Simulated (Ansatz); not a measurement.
Molecule: sum formula GaBrF₂, charge 0, multiplicity 1. 
Geometry from a B3LYP-D3(BJ)/def2-TZVP (Ansatz, a first-principles code) optimisation:
```
Ga
F 1 1.7413
F 1 1.7413 2 115.75
Br 1 2.2527 2 122.13 3 180.00
```
Charge 0, spin multiplicity 1.

Dipole moments at this geometry, in debye (magnitudes).

| level | program | dipole (D) |
|---|---|---|
| PBE/def2-TZVPD | Ansatz | 1.44 |
| BLYP/def2-TZVPD | Ansatz | 1.50 |
| revPBE/def2-TZVPD | Ansatz | 1.40 |
| B97M-V/def2-TZVPD | Ansatz | 1.42 |
| B3LYP/def2-TZVPD | Ansatz | 1.54 |
| BHLYP/def2-TZVPD | Ansatz | 1.56 |
| HSE06/def2-TZVPD | Ansatz | 1.48 |
| wB97M-V/def2-TZVPD | Ansatz | 1.45 |
| CCSD(T)/aug-cc-pVDZ | Ansatz | 1.49 |
